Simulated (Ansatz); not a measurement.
Basis-set series for CH6AlGaOSi (`C[SiH2][Al]1[O][GaH]1`). Total charge 0; spin multiplicity 1. The structure was optimised at the PBE0-D4/def2-TZVP level. It is one conformer, not always the lowest.

```xyz
11

C    -0.1611   -0.1675    2.2272
Si   -0.7788    0.7711    0.7210
Al    0.2387   -0.0444   -1.3651
O    -0.0110    0.1184   -3.0439
Ga    1.4934   -1.0204   -3.1064
H     0.9232   -0.0811    2.3230
H    -0.6169    0.2288    3.1372
H    -0.4100   -1.2283    2.1559
H    -0.4553    2.2221    0.8532
H    -2.2622    0.6573    0.6116
H     2.0400   -1.4559   -4.5136
```

```json
{"functional": "PBE0-D4", "basis": "def2-SVP", "functions": "126", "energy (Eh)": "-2572.63056", "HOMO (eV)": "-5.73", "LUMO (eV)": "-1.69"}
{"functional": "PBE0-D4", "basis": "def2-TZVPP", "functions": "278", "energy (Eh)": "-2573.20491", "HOMO (eV)": "-5.73", "LUMO (eV)": "-1.83"}
{"functional": "ωB97M-V", "basis": "def2-SVP", "functions": "126", "energy (Eh)": "-2573.04459", "HOMO (eV)": "-7.60", "LUMO (eV)": "0.13"}
{"functional": "ωB97M-V", "basis": "def2-TZVPP", "functions": "278", "energy (Eh)": "-2573.62284", "HOMO (eV)": "-7.62", "LUMO (eV)": "-0.10"}
```

Task: Give the rows for def2-QZVPP. (An estimate is asked.)

Result: Computed: 
| functional | basis | functions | energy (Eh) | HOMO (eV) | LUMO (eV) |
| --- | --- | --- | --- | --- | --- |
| PBE0-D4 | def2-QZVPP | 523 | -2573.27228 | -5.76 | -1.88 |
| ωB97M-V | def2-QZVPP | 523 | -2573.68784 | -7.64 | -0.25 |

Scalar relativity is left out up to krypton.
